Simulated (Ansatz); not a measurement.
InPBr3F3⁺, that is In(PF3)Br3 with one electron fewer. Charge 1, multiplicity 2. Geometry B3LYP-D4/def2-SVP, that of the neutral singlet; atoms count from 1.

Cartesian coordinates in Å:
```
In 1.664 -0.258 -0.041
P -1.212 0.190 0.028
F -1.945 0.552 -1.330
F -1.767 1.354 0.948
F -2.134 -1.001 0.519
Br 1.778 -0.705 2.409
Br 2.153 2.032 -0.895
Br 1.463 -2.162 -1.638
```

In the def2 sets In takes a core potential; there is no spin–orbit coupling.

(1) Estimate the Mulliken populations from the PBE0/def2-SVP orbitals of Ansatz.

(2) Where does the spin sit?

(3) And the Mayer bond orders between heavy atoms (over 0.3)?

Answers

(1) 
```json
{"atom": "In1", "charge (e)": "0.65", "spin (α − β)": "-0.08"}
{"atom": "P2", "charge (e)": "1.01", "spin (α − β)": "0.00"}
{"atom": "F3", "charge (e)": "-0.26", "spin (α − β)": "0.00"}
{"atom": "F4", "charge (e)": "-0.26", "spin (α − β)": "0.00"}
{"atom": "F5", "charge (e)": "-0.26", "spin (α − β)": "0.00"}
{"atom": "Br6", "charge (e)": "0.04", "spin (α − β)": "0.36"}
{"atom": "Br7", "charge (e)": "0.04", "spin (α − β)": "0.36"}
{"atom": "Br8", "charge (e)": "0.04", "spin (α − β)": "0.36"}
```
Mulliken values depend strongly on the basis.

(2) Summed by element: In -0.08, P 0.00, F 0.00, Br 1.08, of 1 unpaired in all. Largest on single atoms: Br6 0.36, Br7 0.36, Br8 0.36.

(3) In1–P2 0.34 (2.91 Å); In1–Br6 1.00 (2.49 Å); In1–Br7 1.00 (2.49 Å); In1–Br8 1.00 (2.49 Å); P2–F3 1.07 (1.58 Å); P2–F4 1.07 (1.58 Å); P2–F5 1.07 (1.58 Å).
